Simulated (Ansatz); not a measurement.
Basis-set series for C6H16Cl2GeN2, SMILES `CC[N](C)[Ge]([Cl])([Cl])[N](C)CC`. The species carries charge 0 and has multiplicity 1. The geometry is a stationary point of PBE0-D4/def2-TZVP. It is one conformer, not always the lowest.

```tsv
functional	basis	functions	energy (Eh)	HOMO (eV)	LUMO (eV)
PBE0-D4	def2-SVP	260	-3343.53417	-6.62	0.07
PBE0-D4	def2-QZVPP	1165	-3344.58211	-6.73	-0.35
ωB97M-V	def2-SVP	260	-3344.14408	-8.89	2.22
ωB97M-V	def2-QZVPP	1165	-3345.20447	-9.02	1.48
```

**Question.** Give the rows for def2-TZVPP. (Best estimate.)

**Answer.** Computed: 
| functional | basis | functions | energy (Eh) | HOMO (eV) | LUMO (eV) |
| --- | --- | --- | --- | --- | --- |
| PBE0-D4 | def2-TZVPP | 604 | -3344.49088 | -6.71 | -0.23 |
| ωB97M-V | def2-TZVPP | 604 | -3345.11635 | -9.00 | 1.79 |

Positive LUMOs are unbound and depend on the basis. Scalar relativity is left out up to krypton.
